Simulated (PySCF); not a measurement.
Simulated outer-valence photoelectron spectrum of `BrC(Br)Br`. Level of theory: EOM-IP-CCSD/aug-cc-pVDZ in PySCF, restricted Hartree–Fock reference, frozen core, non-relativistic, gas phase, PBE0-D3(BJ)/def2-SVP geometry.

Each root has a Gaussian of 0.6 eV full width with its one-hole share as area; cross sections and vibrations are left out, and the highest printed point is 100.

ionisation energy (eV), intensity and a bar:
```
      9.5          0 
      9.6          1 
      9.7          2 #
      9.8          4 #
      9.9          9 ###
     10.0         16 #####
     10.1         25 #######
     10.2         34 ##########
     10.3         44 #############
     10.4         54 ################
     10.5         66 ####################
     10.6         81 ########################
     10.7         94 ############################
     10.8        100 ##############################
     10.9         95 #############################
     11.0         82 ########################
     11.1         65 ###################
     11.2         53 ################
     11.3         50 ###############
     11.4         55 #################
     11.5         63 ###################
     11.6         65 ####################
     11.7         60 ##################
     11.8         48 ##############
     11.9         32 ##########
     12.0         19 ######
     12.1         10 ###
     12.2          4 #
     12.3          2 
     12.4          0 
     12.5          0
```

Question: Where are the maxima, and how many lines lie under the curve?

Answer: 2 maxima, at 10.8 and 11.6 eV, from 4 lines (6 roots with degenerate partners counted). At this width some lines have no maximum of their own.

Question: List the lines with their holes.

Answer: 
| E (eV) | leading hole (HF orbital) | area | Koopmans (eV) |
| --- | --- | --- | --- |
| 10.31 | HOMO | 0.96 | 11.11 |
| 10.80 | HOMO-1/HOMO-2 | 1.92 | 11.55 |
| 10.90 | HOMO-3 | 0.96 | 11.70 |
| 11.60 | HOMO-4/HOMO-5 | 1.91 | 12.44 |

The widest gap, 0.70 eV, lies between 10.90 and 11.60 eV. Only orbitals with −ε under 21 eV, eight at most, were ionised, so the high end of the curve may lack lines.

The run took 4.1 min on one thread, Arm Neoverse V1 (aarch64), on a shared host, and the process peaked at 2.0 GiB of memory.
